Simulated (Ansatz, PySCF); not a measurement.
Breaking a bond: BrBe (cation, charge +1), lowest singlet found (which spin is the ground state isn't settled by this scan).

Levels: FCI = full CI/cc-pVDZ, cores with 3d frozen (Ansatz, a quantum-chemistry and plane-wave program); UCCSDT(Q) = CCSDT(Q) on UHF/cc-pVDZ, cores with 3d frozen (Ansatz); RCCSD(T) = CCSD(T) on RHF/cc-pVDZ, cores with 3d frozen (Ansatz); RHF/LANL2DZ = restricted Hartree-Fock/LANL2DZ, with its core potentials past Ne (PySCF).

Energies are in mEh, each relative to the lowest point of its own curve between 1.55 and 2.33 Å, where full CI is lowest.

```csv
R / Å,FCI,UCCSDT(Q),RCCSD(T),RHF/LANL2DZ
1.55,79.5,79.5,79.4,94.6
1.67,27.6,27.7,27.6,36.9
1.79,4.9,4.9,4.8,8.9
1.89,0.0,0.0,0.0,0.2
1.98,2.7,2.7,2.8,0.0
2.05,8.0,7.9,8.1,3.2
2.13,16.2,16.1,16.4,9.4
2.18,22.2,22.1,22.4,14.3
2.23,28.6,28.5,28.9,19.7
2.33,42.1,41.9,42.5,31.5
2.43,55.7,55.5,56.3,43.9
2.56,72.6,—,73.3,60.2
2.73,91.8,—,92.6,80.4
2.90,107.2,—,107.9,98.8
```

At the longest distance, 2.90 Å, RCCSD(T) lies highest above its minimum (107.9 mEh) and RHF/LANL2DZ lowest (98.8 mEh).

Dashes: no converged value, or the column stops at the first point that the program doubted or that broke a chosen test of continuity, which isn't proof of a fault.

The scan ran from 1.55 to 7.40 Å; beyond the distances shown full CI changes its symmetry label. The unrestricted determinant behind UCCSDT(Q) is spin-contaminated at 2.43 to 2.90 Å (<S²> up to 1.0, against 0.00 for a pure singlet). The restricted form behind RHF/LANL2DZ keeps the bonding electrons paired and can't separate into open-shell fragments.
